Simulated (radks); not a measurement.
Results of a calculation; reference values are marked as such.
Spherical quantum dot in the effective-mass picture: electrons in a hard-walled sphere of radius 6.54, with a point charge +1 (a donor) at the centre, all in effective atomic units (hartree* = m*/eps^2 hartree, bohr* = eps/m* bohr), one dielectric constant everywhere. Level of theory: non-relativistic Kohn-Sham, LDA (Slater exchange, Perdew-Wang correlation), spin-polarised, spherical densities (a radial shooting solver with Libxc functionals). Levels are named by radial order and angular momentum (1s, 1p, 1d, 2s, ...), and open shells are averaged over m.

N = 22, configuration 1s2 1p6 1d10 2s(up 1, down 0) 1f(up 3, down 0). This is the lowest configuration that the search found. Occupied and some empty levels:

level    occupation  eigenvalue (hartree*)  <r> (bohr*)
1s up             1                 3.9919        4.488
1s down           1                 4.0157        4.607
1p up             3                 4.0504        4.777
1p down           3                 4.0706        4.776
1d up             5                 4.1459        4.883
1d down           5                 4.1662        4.880
2s up             1                 4.2203        1.903
1f up             3                 4.2799        4.973
1f down           0                 4.3003        4.971
2s down           0                 4.3447        2.100
1g up             0                 4.4498        5.053
1g down           0                 4.4705        5.051
2p up             0                 4.6369        3.214
2p down           0                 4.6707        3.308
2d up             0                 4.8950        3.688
2d down           0                 4.9157        3.716

Energy (hartree*): total 45.7638, kinetic 10.009, external -5.4550, Hartree 46.983, exchange-correlation -5.7736.
